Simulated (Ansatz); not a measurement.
Cost and result up the ladder for Zn6O5 (11 atoms). Charge 0, multiplicity 1. Geometry: r2SCAN-D4/def2-SVP.

```csv
atom,x (Å),y (Å),z (Å)
Zn1,-2.487,0.250,0.264
Zn2,-1.445,-2.488,0.237
Zn3,-0.379,2.363,-0.038
Zn4,2.142,0.401,-0.235
Zn5,1.412,-2.396,-0.063
Zn6,1.513,4.057,-0.348
O7,2.749,-1.254,-0.238
O8,-2.876,-1.469,0.354
O9,1.447,2.040,-0.224
O10,-2.098,1.961,0.175
O11,0.022,-3.465,0.115
```

Ansatz on 4 threads of Arm Neoverse N1 on a shared host. Times are rough, and most runs start from the orbitals of an earlier one. PBE0-D4/def2-TZVP serves as the yardstick here, not as an exact answer. Differences are given only for rows in sets of like size (and for xTB, whose basis is part of the method), since another set adds its own error. Binding counts from free atoms at the same level (Zn singlet, O triplet; other spins of the atoms weren't run), without zero-point energy or a counterpoise term.

Correlated methods freeze 59 core orbitals. The rows differ in basis, and correlated rows in double-zeta sets carry the largest basis error. Another isomer (singlet) lies 0.54 eV lower at PBE0-D4/def2-TZVP; other spin states weren't run for this one.

Correlated methods converge slowly with the basis, most of all in double-zeta sets.

| level | functions | binding energy per atom (eV) | difference from PBE0-D4/def2-TZVP (eV) |
| --- | --- | --- | --- |
| B97M-V/def2-TZVP | 443 | 2.50 | 0.01 |
| r2SCAN-D4/def2-TZVP | 443 | 2.66 | 0.18 |
| PBE-D4/def2-SVP | 256 | 2.80 | – |
| MP2/def2-SVP | 256 | 2.56 | – |
| PBE-D4/def2-TZVP (with forces) | 443 | 2.66 | 0.18 |
| PBE0-D4/def2-TZVP | 443 | 2.48 | 0.00 |
| PBE0-D4/def2-SVP | 256 | 2.57 | – |

**Question.** Estimate how long each takes.

**Answer.** PBE-D4/def2-SVP 11 s; PBE0-D4/def2-SVP 26 s; MP2/def2-SVP 31 s; PBE-D4/def2-TZVP (with forces) 32 s; r2SCAN-D4/def2-TZVP 56 s; PBE0-D4/def2-TZVP 86 s; B97M-V/def2-TZVP 90 s. On shared hardware such times vary by a factor of up to 3.
